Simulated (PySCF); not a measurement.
Species: C4H9FGe.
SMILES with atom numbers: `[F:1][C@H:2]1[CH2:3][CH2:4][GeH2:5][CH2:6]1` (hydrogens: H7 on C2; H8, H9 on C3; H10, H11 on C4; H12, H13 on Ge5; H14, H15 on C6)

Geometry (PBE0-D3(BJ)/def2-SVP, Å), atoms numbered from 1 in this order:
```
atom  x, y, z in Å
F1    -0.035   -0.796   -1.687
C2     0.158   -0.999   -0.326
C3     0.964    0.178    0.209
C4     0.140    1.465    0.088
Ge5   -1.712    0.863    0.415
C6    -1.212   -1.045    0.335
H7     0.709   -1.950   -0.219
H8     1.208   -0.031    1.265
H9     1.922    0.244   -0.333
H10    0.470    2.244    0.790
H11    0.209    1.878   -0.929
H12   -2.256    1.268    1.801
H13   -2.713    1.302   -0.668
H14   -1.899   -1.683   -0.238
H15   -1.133   -1.453    1.355
```

Linear response at B3LYP/def2-SVPD (PySCF, frozen core in the response, non-relativistic). The B3LYP/def2-SVPD calculation is non-relativistic and has no spin–orbit coupling, an omission that weighs most on germanium.

Static isotropic polarisability: 77.67 au (11.51 Å³), principal values 69.5, 76.6, 86.9 au.

Q: What is the polarisability at 1064 nm and at the sodium D line?

A: 78.34 au at 1064 nm (+0.9 %), 79.91 au at 589.3 nm (+2.9 %). The rise at 589.3 nm is 3.36 times that at 1064 nm; a pure ω² law gives 3.26. The lowest singlet lies at 175 nm, shorter than both wavelengths.

Q: What is the isotropic C6 coefficient between two such molecules, C6 = (3/π)∫α(iω)² dω?

A: 2409 au (Eh·bohr⁶) by a ten-point quadrature over imaginary frequencies, which is 1440 eV·Å⁶ or 139 J·nm⁶/mol.

Q: Which effective excitation energy ω̄ makes London's formula C6 = (3/4)α²ω̄ exact here?

A: ω̄ = 4·C6/(3α²) = 0.532 Eh = 14.5 eV. A one-pole form α(ω) = α/(1 − ω²/ω̄²) fitted to the 1064 nm value gives 12.6 eV.

Q: The lowest 6 singlets have (eV, f): 7.09, 0.001; 7.48, 0.045; 7.63, 0.095; 7.80, 0.010; 7.92, 0.121; 8.05, 0.033. What share of the static polarisability do they carry in the sum over states α = Σ f/ω²?

A: 3.73 au, 4.8 % of α; the largest term, 1.42 au, is that of the state at 7.92 eV. Their oscillator strengths add up to 0.30. Higher states carry the rest.

Q: How many electrons N does the Slater–Kirkwood formula C6 = (3/4)·√N·α^(3/2) need to give this C6?

A: N = (4·C6/3)²/α³ = 22.0; the species has 74 electrons in all.

Q: What molar refraction at the D line follows from R = (4π/3)·N_A·α′, with α′ the polarisability volume?

A: α′ = 11.84 Å³ gives R = 29.87 cm³/mol, for isolated, non-vibrating species.

Q: What does −C6/R⁶ come to at R = 8 Å between centres?

A: -530 J/mol. This is the leading, orientation-averaged term; C8 and higher terms are left out.

Rough CPU time on one thread of a shared machine: about 50 s. This is the whole response run at B3LYP/def2-SVPD, SCF included.

One conformer stands for the species.
